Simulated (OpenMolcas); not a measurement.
Pm3+ with its 6 nearest oxide ions at 2.431 Å, on the Sr site of SrO (a = 5.1602 Å, distance in the model lattice 2.580 Å). The rest of the host is ab initio model potentials to 7.6 Å, with orthogonalisation functions on the cations behind the ligands, and point charges beyond; the distance is set by hand and nothing relaxes, and no local charge compensation is placed. Ligand basis ANO-RCC-VDZP.

| Item | Value |
| --- | --- |
| Program | OpenMolcas |
| Method | CASSCF |
| Basis | ANO-RCC-VDZP [7s6p4d2f1g] |
| Scalar Hamiltonian | DKH2, point nucleus |
| Active space | 4 electrons in 7 orbitals (4f) |
| State averaging | 2S+1 = 5 even, 35 roots (32 in the spin-orbit step); 2S+1 = 3 even, 117 roots kept (CI in the orbitals of an earlier block, 106 in the spin-orbit step); 2S+1 = 1 even, 75 roots kept (CI in the orbitals of an earlier block, 31 in the spin-orbit step) |
| Spin-orbit coupling | state interaction with AMFI integrals over the reference wave functions |

Question: What is the spin-free ground state (labels of O, the rotations of Oh)?

Answer: 5A1, 1-fold in its orbital part, 100 % from free-ion I terms; it has the highest spin that f4 allows.

Question: Where is the first state of the same spin?

Answer: 5T2 at 45.4 cm-1 above the ground state.

Question: What are the lowest two levels with spin-orbit coupling?

Answer: A 3-fold level T2, then a 2-fold level E 330.5 cm-1 above it. Their leading multiplicities are 5 (98 %) and 5 (98 %).

Question: What is χT at 300 K, and how does it compare with the textbook value?

Answer: Hund's rules give f4 the level 5I4 with g = 0.600, so an isolated free-ion multiplet has χT = g² J(J+1) / 8 = 0.900 cm3 K/mol. The computed 0.893 at 300 K differs by -1 %, through the field's splitting, the mixing of terms and any other multiplet in reach.

High states are left out of the spin-orbit mixing, which shifts the levels that they would mix with. Without dynamic correlation the ligand-field splitting of an f shell can come out too small, at times by half. A group larger than the point group allows holds several states that coincide in this model. The first state left out of the spin-orbit step lies near 39000 cm-1 above the lowest spin-free state of the reference (among the parities and spins computed), and the lists stop at four fifths of that energy or lower. No measured value stands beside these numbers; the geometry was set by hand and not optimised.
